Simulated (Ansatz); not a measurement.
`C=C[Si](O)(Cl)Cl` + HCl → `C=C[Si](Cl)(Cl)Cl` + H₂O at 298.15 K and 1 bar (ligand exchange at the Si–O bond).

Gas-phase electronic energies from Ansatz, PBE0-D4/def2-TZVP geometries. CCSD(T)/CBS is the MP2 limit (def2-TZVPP, def2-QZVPP) plus CCSD(T) − MP2 in def2-TZVPP, frozen cores. This one scheme is used for every species. Each species was taken in one conformer, which may not be the lowest.

```json
{"species": "`C=C[Si](O)(Cl)Cl`", "CCSD(T)/CBS energy (Eh)": "-1362.47327", "H − E (kJ/mol)": "184.2", "S (J/(mol·K))": "380.7"}
{"species": "HCl", "CCSD(T)/CBS energy (Eh)": "-460.38127", "H − E (kJ/mol)": "26.6", "S (J/(mol·K))": "186.8"}
{"species": "`C=C[Si](Cl)(Cl)Cl`", "CCSD(T)/CBS energy (Eh)": "-1746.47121", "H − E (kJ/mol)": "150.6", "S (J/(mol·K))": "379.1"}
{"species": "H₂O", "CCSD(T)/CBS energy (Eh)": "-76.37941", "H − E (kJ/mol)": "66.4", "S (J/(mol·K))": "188.7"}
```

H − E and S are ideal-gas, rigid-rotor, harmonic terms from PBE0-D4/def2-TZVP, for one conformer and one mirror image of each species. 1 Eh = 2625.50 kJ/mol, R = 8.31446 J/(mol·K).

Question: By hand: ΔE, ΔH, ΔS and ΔG.

Answer: ΔE = (-1746.47121) + (-76.37941) − (-1362.47327) − (-460.38127) = 0.00392 Eh = 10.3 kJ/mol. Δ(H − E) = 150.6 + 66.4 − 184.2 − 26.6 = 6.2, so ΔH = 16.5 kJ/mol. ΔS = 379.1 + 188.7 − 380.7 − 186.8 = 0.3 J/(mol·K). ΔG = 16.5 − 298.15 × (0.3)/1000 = 16.4 kJ/mol.

Question: By hand: the equilibrium constant, and the temperature at which ΔG would vanish if ΔH and ΔS stayed fixed.

Answer: log₁₀ K = −ΔG/(RT ln 10) = -2.9. ΔG = 0 at ΔH/ΔS = 55000 K, far beyond where these terms or the molecules hold.

The number of gas molecules stays the same, so ΔS is small and ΔH decides. A doubt of 5 kJ/mol in ΔE shifts log₁₀ K by 0.9 here. Other conformers and mirror images would add mixing entropy, several J/(mol·K) or more a flexible species. These are equilibria of isolated gas molecules and say nothing of rates. Largest T1 diagnostic: 0.010 (customary marks: 0.02 for closed shells, 0.045 for open ones).
